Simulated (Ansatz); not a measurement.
def2 core potentials replace the inner electrons of Sb.

Cartesian coordinates (Å):
SMILES: [OH][Sb]([OH])[C](F)(F)F
```xyz
9

O     -0.9823     1.8194    -0.0528
Sb    -0.9677     0.0277    -0.9119
O     -1.4301    -1.1010     0.6698
C      1.1843    -0.2801    -0.3688
F      1.5084    -1.5690    -0.2107
F      1.4737     0.3627     0.7824
F      1.9888     0.2305    -1.3222
H     -0.4003     1.8223     0.7254
H     -2.3747    -1.3124     0.6888
```
Charge 0, multiplicity 1.

Predict the vertical ionisation energy (Delta-SCF), dipole moment and HOMO–LUMO gap from PBE0-D3(BJ)/def2-TZVP // B3LYP-D3(BJ)/def2-SVP (Ansatz, a program for electronic structure).


```json
{
  "vertical ionisation energy (Delta-SCF)": "10.26 eV",
  "dipole_moment": "2.74 D",
  "HOMO–LUMO gap": "6.65 eV"
}
```
